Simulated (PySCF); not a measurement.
C3H2F6.
SMILES with atom numbers: `[F:1][CH2:2][C:3]([F:4])([F:5])[C:6]([F:7])([F:8])[F:9]` (hydrogens: H10, H11 on C2)

The geometry is computed with GFN2-xTB (gas phase).

Task: Give the optimised bond lengths and angles.

Result: 
```tsv
bond	length (Å)
F1–C2	1.357
C2–C3	1.533
C3–F4, C3–F5	1.351
C3–C6	1.556
C6–F7, C6–F9	1.328
C6–F8	1.336
C2–H10, C2–H11	1.095
```

Bonds in one row agree within 0.01 Å and their mean is given. A selection of angles:
```tsv
angle	degrees
F1–C2–C3	110.5
C2–C3–F4	108.7
C2–C3–F5	111.6
C2–C3–C6	113.4
F4–C3–F5	106.3
F4–C3–C6	108.1
F5–C3–C6	108.5
C3–C6–F7	111.7
C3–C6–F8	110.2
F7–C6–F8	108.1
```

Dihedral angles: F1–C2–C3–F4 167° (antiperiplanar); C2–C3–C6–F7 -74° (synclinal). The mirror-image conformer, all signs reversed, is as good.

Of the pairs four or more bonds apart, F1···F7 is among the closest relative to their van der Waals radii: 2.78 Å, 94 % of the sum of Bondi's values. The 2 C–C bonds span 1.533 Å (C2–C3, drawn single) to 1.556 Å (C3–C6, drawn single), a spread of 0.023 Å. The 6 C–F bonds span 1.326 Å (C6–F7, drawn single) to 1.357 Å (F1–C2, drawn single), a spread of 0.031 Å.

Point group: C1 (no symmetry element, even within 0.4 Å). No frequency check. The numbers are those of one conformer.
